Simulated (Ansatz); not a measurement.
Basis-set extrapolation for FH$_{6}$NOSi$_{2}$ (`O[SiH](F)N[SiH3]`) (PBE0-D4/def2-TZVP geometry, frozen core, Ansatz 0.2.0). Multiplicity 1, RHF reference.

```csv
,def2-TZVPP,def2-QZVPP
HF,-810.431251,-810.461801
MP2 correlation,-0.944618,-1.023385
CCSD(T) correlation,-1.014044,not run
```

Energies in hartree. Use E(X) = E(∞) + A·exp(−7.88·√X) for Hartree–Fock and E(X) = E(∞) + B·X^(−2.97) for correlation, with X = 3 and 4, and add CCSD(T) minus MP2 of the smaller set to the MP2 limit.

Problem. What is the CCSD(T) energy at the basis-set limit?

Solution. HF limit: -810.461801 + (-0.030550) × 0.13774 = -810.46601. MP2 limit: -1.023385 + (-0.078767) × 0.74074 = -1.08173. Higher-order term: -1.014044 − (-0.944618) = -0.06943. Total: -811.61717 hartree, 451.3 kJ/mol below CCSD(T)/def2-TZVPP.
